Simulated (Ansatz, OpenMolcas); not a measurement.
## How methods differ on CH7NSn (SMILES C[NH][SnH3])

The species is CH7NSn (10 atoms), meant as a singlet with charge 0. SMILES: `C[NH][SnH3]`. The shape is that of a PBE0-D4/def2-TZVP optimisation.

```xyz
10

C    -0.8984    0.7580   -0.8792
N    -0.3430   -0.5329   -0.5165
Sn    0.8973   -0.6294    1.0851
H    -1.6642    0.6376   -1.6527
H    -1.3968    1.2011   -0.0117
H    -0.1682    1.4946   -1.2475
H     0.0373   -1.0040   -1.3262
H     1.4517   -2.2390    1.1699
H    -0.0526   -0.1955    2.4337
H     2.2202    0.4584    0.9480
```

Quantity: the electronic atomisation energy, in eV. The values are calculated. Electronic energies at fixed atoms, without zero-point motion or spin-orbit coupling.

```tsv
level	kind	program	value (eV)	CPU time (all runs)
PBE/def2-SVP (core potential)	GGA	OpenMolcas	31.42	58 s
revPBE/def2-SVP (core potential)	GGA	OpenMolcas	30.39	57 s
BHLYP/def2-SVP (core potential)	global hybrid	Ansatz	30.40	10 s
PBE0/def2-SVP (core potential)	global hybrid	Ansatz	31.03	9.8 s
CAM-B3LYP/def2-SVP (core potential)	range-separated hybrid	Ansatz	31.39	11 s
wB97M-V/def2-SVP (core potential)	range-separated hybrid	Ansatz	31.69	91 s
BCCD(T)/def2-SVP (core potential)	coupled cluster or CI	Ansatz	29.50	34 s
CCSD/def2-SVP (core potential)	coupled cluster or CI	Ansatz	29.23	19 s
```

Correlated wave functions underbind in double-zeta sets. The values span 29.23 to 31.69 eV. In the correlated wave-function rows the outer d shell of Sn is correlated, in sets not made for it. CPU times are rough (shared hosts, several kinds of processor and program).
